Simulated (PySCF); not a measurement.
C3F5, SMILES FC(F)=[C]C(F)(F)F, multiplicity 2. Atoms are numbered in the order given.

```xyz
8

F     -0.8874     2.5510     0.0000
C     -0.1290     1.4815     0.0000
F      1.1441     1.8132     0.0000
C     -0.5922     0.2493     0.0000
C     -0.0829    -1.1343     0.0000
F      1.2642    -1.1342     0.0000
F     -0.4924    -1.8139     1.0798
F     -0.4924    -1.8139    -1.0798
```
Charge 0, spin multiplicity 2.

Coordinates come from a B3LYP-D3(BJ)/def2-SVP optimisation. The isomer is the one that the SMILES or the coordinates give; other isomers of the formula were not compared.

Computed with PySCF with PBE/pcH-1.

Unrestricted Kohn–Sham, ⟨S²⟩ = 0.757. Hyperfine tensors hold the contact and dipolar terms, without spin-orbit corrections.

Computed hyperfine couplings:
```
nucleus    A(iso) (MHz)  A(iso) (G)  dipolar principal values (MHz)
---------  ------------  ----------  ------------------------------
19F no. 1          41.3        14.7             -81.6, -27.9, 109.5
13C no. 2           0.1         0.0                -20.1, 3.3, 16.9
19F no. 3         115.0        41.0            -132.9, -77.9, 210.8
13C no. 4         329.7       117.6             -79.9, -62.6, 142.5
13C no. 5           3.1         1.1                 -4.3, -3.7, 7.9
19F no. 6         107.2        38.3           -107.7, -104.1, 211.8
19F no. 7          -3.9        -1.4               -14.9, -8.1, 23.1
19F no. 8          -3.9        -1.4               -14.9, -8.1, 23.1
```
